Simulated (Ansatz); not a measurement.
`O[Si]Cl` + CH₃OH → `CO[Si]Cl` + H₂O at 600 K and 1 bar (ligand exchange at the Si–O bond).

Program: Ansatz. Geometries: PBE0-D4/def2-TZVP. ΔE: electronic, gas phase. CBS: MP2 limit from def2 TZ/QZ plus the TZ coupled-cluster correction, frozen cores. This one scheme is used for every species. One conformer a species, not always the lowest.

| species | CCSD(T)/CBS energy (Eh) | H − E (kJ/mol) | S (J/(mol·K)) |
| --- | --- | --- | --- |
| `O[Si]Cl` | -824.69782 | 72.4 | 323.1 |
| CH₃OH | -115.61712 | 163.6 | 277.3 |
| `CO[Si]Cl` | -863.93892 | 160.0 | 383.5 |
| H₂O | -76.37941 | 76.8 | 212.8 |

H − E and S are ideal-gas, rigid-rotor, harmonic terms from PBE0-D4/def2-TZVP, for one conformer and one mirror image of each species. 1 Eh = 2625.50 kJ/mol, R = 8.31446 J/(mol·K).

Question: By hand: ΔE, ΔH, ΔS and ΔG.

Answer: ΔE = (-863.93892) + (-76.37941) − (-824.69782) − (-115.61712) = -0.00339 Eh = -8.9 kJ/mol. Δ(H − E) = 160.0 + 76.8 − 72.4 − 163.6 = 0.8, so ΔH = -8.1 kJ/mol. ΔS = 383.5 + 212.8 − 323.1 − 277.3 = -4.1 J/(mol·K). ΔG = -8.1 − 600 × (-4.1)/1000 = -5.6 kJ/mol.

Question: By hand: the equilibrium constant, and the temperature at which ΔG would vanish if ΔH and ΔS stayed fixed.

Answer: log₁₀ K = −ΔG/(RT ln 10) = 0.5. ΔG = 0 at ΔH/ΔS = 1976 K, though so small a ΔH makes that figure unsure.

The number of gas molecules stays the same, so ΔS is small and ΔH decides. The sign of ΔG lies within the doubt. A doubt of 5 kJ/mol in ΔE shifts log₁₀ K by 0.4 here. Other conformers and mirror images would add mixing entropy, several J/(mol·K) or more a flexible species. These are equilibria of isolated gas molecules and say nothing of rates. Largest T1 diagnostic: 0.014 (customary marks: 0.02 for closed shells, 0.045 for open ones).
